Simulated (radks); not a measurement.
Task: Radial electron density D(r) = 4 pi r^2 rho(r) of an atom or ion with 16 electrons. Calculated with a radial shooting solver on a logarithmic mesh with Libxc functionals: Dirac Kohn-Sham, LB94 model potential, spin-unpolarised, spherical densities, finite nucleus; Fermi nuclear charge, rms radius of each element as measured or else 0.836 A^(1/3) + 0.57 fm.

```
   r/bohr * D(r) (the largest magnitude, 81.8, reaches the edge; | marks zero)
 0.001179 | *
 0.001463 |  *
 0.001831 |   *
 0.002272 |    *
  0.00282 |      *
   0.0035 |         *
 0.004378 |             *
 0.005434 |                  *
 0.006744 |                       *
  0.00837 |                              *
  0.01047 |                                    *
    0.013 |                                          *
  0.01613 |                                             *
  0.02002 |                                              *
  0.02504 |                                            *
  0.03108 |                                         *
  0.03858 |                                       *
  0.04788 |                                          *
   0.0599 |                                                *
  0.07434 |                                                      *
  0.09226 |                                                    *
   0.1145 |                                        *
   0.1421 |                          *
   0.1778 |                  *
   0.2207 |                  *
   0.2739 |                  *
   0.3399 |            *
   0.4252 |    *
   0.5278 |*
    0.655 *
   0.8129 *
```

What is the nuclear charge?

Result: Z = 53. The innermost maximum, from 1s, lies near gamma/Z bohr with gamma = sqrt(1 - (Z/c)^2) = 0.922, here 0.0174 bohr (found: 0.0191), and its height grows with Z. The density is that of the iodine ion I37+ in [Ne] 3s2 3p4; the configuration itself is not fixed sharply by these data, and Z only to a few units. D(r) has 3 maxima, at r = 0.0191, 0.0793, 0.245 bohr, and minima at 0.0383, 0.191 bohr, inside which lie 2.08, 10.55 electrons.
